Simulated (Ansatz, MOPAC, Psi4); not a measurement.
# SnNH4Cl (SMILES [NH2][SnH2][Cl]): methods side by side

The runs start from one conformer, not always the lowest.

SnNH4Cl, singlet, SMILES `[NH2][SnH2][Cl]`. Each level relaxes the structure for itself.

Quantity: the highest harmonic wavenumber at each level's own minimum, in cm⁻¹. The values are calculated.

```json
{"level": "AM1", "kind": "semi-empirical", "program": "MOPAC", "value (cm⁻¹)": "3603"}
{"level": "MNDO", "kind": "semi-empirical", "program": "MOPAC", "value (cm⁻¹)": "3615"}
{"level": "PM3", "kind": "semi-empirical", "program": "MOPAC", "value (cm⁻¹)": "3575"}
{"level": "HF/STO-3G", "kind": "Hartree–Fock", "program": "Ansatz", "value (cm⁻¹)": "4202"}
{"level": "HF/3-21G", "kind": "Hartree–Fock", "program": "Ansatz", "value (cm⁻¹)": "3823"}
{"level": "PBE/def2-SVP (core potential)", "kind": "GGA", "program": "Ansatz", "value (cm⁻¹)": "3551"}
{"level": "PBE0-D4/def2-TZVP (core potential)", "kind": "global hybrid", "program": "Ansatz", "value (cm⁻¹)": "3683"}
{"level": "wB97X-D/def2-SVP (density fitting, core potential)", "kind": "range-separated hybrid", "program": "Psi4", "value (cm⁻¹)": "3669"}
```

All-electron rows without a relativistic Hamiltonian named are non-relativistic, while core potentials hold scalar relativity, so basis and relativity change together. Harmonic and unscaled. The values span 3551 to 4202 cm⁻¹.
